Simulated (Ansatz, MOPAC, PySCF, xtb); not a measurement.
CH3F (SMILES CF) and C2H3N (SMILES CC#N) are pulled apart as rigid monomers along the line of their centres of mass, from the B3LYP-D3(BJ)/def2-TZVP minimum. Starting geometry (charge 0, multiplicity 1):
```xyz
11

C      0.37294     0.59248    -0.17773
F      1.16322    -0.29152     0.56562
H     -0.17778     1.22593     0.51524
H      1.03060     1.19013    -0.80904
H     -0.31110     0.00621    -0.79144
C      1.05544    -0.33384     3.80620
C      0.14400     0.72646     3.40956
N     -0.57503     1.56195     3.08293
H      1.40318    -0.85830     2.91686
H      1.91330     0.08670     4.33154
H      0.54818    -1.03749     4.46671
```

Interaction energies with rigid monomers; basis-set methods are counterpoise corrected unless marked otherwise.

Rows in 6-311+G**, 6-31G* carry no dispersion term and start afresh at each structure (6-31G* with six Cartesian d functions). The state that PM6 reach isn't checked.

Programs: Ansatz (a first-principles code) with Gaussian orbitals; MOPAC for PM6 (differences of heats of formation); PySCF for 6-311+G** rows, 6-31G* rows, the dispersion terms; xtb for the GFN methods. 

```csv
F2···H9 (Å),PM6 (kcal/mol),GFN1-xTB (kcal/mol),HF/6-31G* (no counterpoise) (kcal/mol),PBE-D3(BJ)/def2-TZVPPD (kcal/mol),B3LYP/6-311+G** (no counterpoise) (kcal/mol)
2.22,0.51,-3.07,-1.96,-2.88,-1.64
2.43,-0.99,-3.05,-3.29,-3.62,-2.58
2.76,-1.40,-2.26,-3.18,(withheld),-2.42
3.33,-1.01,-1.27,-1.93,-2.04,-1.61
4.26,(withheld),-0.63,-0.86,-0.92,-0.87
```

Task: Complete the blanks.

Result: 
- 2.76, PBE-D3(BJ)/def2-TZVPPD (kcal/mol): -3.24
- 4.26, PM6 (kcal/mol): -0.56
